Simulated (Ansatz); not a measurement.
Two structures, one formula

The two ends of one reaction step of CH7GeN, closed shell (PBE0-D4/def2-TZVP).

A:

| atom | x (Å) | y (Å) | z (Å) |
| --- | --- | --- | --- |
| Ge1 | -0.2707 | 0.0975 | 0.6444 |
| N2 | 1.4663 | -0.5272 | 0.7033 |
| C3 | -0.8195 | 0.1072 | -1.2225 |
| H4 | -0.1938 | 0.7928 | -1.7967 |
| H5 | -0.4396 | 1.5182 | 1.2443 |
| H6 | -1.1008 | -0.8889 | 1.4870 |
| H7 | 1.7965 | -0.7224 | 1.6388 |
| H8 | 2.1362 | 0.0879 | 0.2607 |
| H9 | -0.7171 | -0.8939 | -1.6422 |
| H10 | -1.8577 | 0.4288 | -1.3169 |

B:

```csv
atom,x (Å),y (Å),z (Å)
Ge1,-0.8645,0.1241,0.4949
N2,1.5922,-0.1543,0.4010
C3,-1.5458,0.1068,-1.1481
H4,1.7044,-0.2273,-0.6042
H5,-0.6314,1.4308,1.2608
H6,-0.9121,-1.1085,1.4042
H7,1.9605,-0.9980,0.8258
H8,2.1400,0.6340,0.7271
H9,-1.8241,-0.8219,-1.6285
H10,-1.6192,1.0142,-1.7329
```

Computed with Ansatz 0.2.0 (basis: def2-TZVPP); correlated methods freeze the cores. Filled d shells of the heavier atoms are correlated. The def2 sets are not built for correlating such inner shells, so the correlated values are less sure here. B3LYP uses VWN-RPA correlation.

Question: Which structure is lower at CCSD(T), and by how much? (To be estimated.)

Answer: The calculation gives: A, by 47.96 kcal/mol (electronic energy, against the other). By their contacts, A is CH₇GeN ([CH3][GeH2][NH2]) and B is a complex of CH₄Ge ([CH2][GeH2]) + NH₃.

All methods give the same order:

```tsv
method	E(B) − E(A) (kcal/mol)
SPW92	44.39
PBE-D4	43.05
BLYP-D4	41.68
r2SCAN-D4	46.91
B97M-V	46.84
PBE0-D4	47.35
B3LYP-D4	45.41
r2SCAN0-D4	49.41
BHLYP-D4	49.90
CAM-B3LYP-D4	48.44
wB97X-V	50.21
wB97M-V	47.62
B2PLYP	46.77
PBE-QIDH	50.17
RPA on PBE	47.48
HF	53.91
MP2	48.68
CCSD	49.61
CCSD(T)	47.96
```

The T1 diagnostic stays at or below 0.014.

Labels in which every atom is bracketed show which atoms are joined, not bond orders.

For scale, one of the runs: CCSD(T)/def2-TZVPP, 208 basis functions, launched by `ansatz run in.yaml --threads 4 --pin off --events-out ev --progress --plain --max-ram 9574MiB`. Time: 78 s of wall clock on 4 CPU threads of an Arm Neoverse V1; the host was shared. Peak host memory: 2.9 GiB.
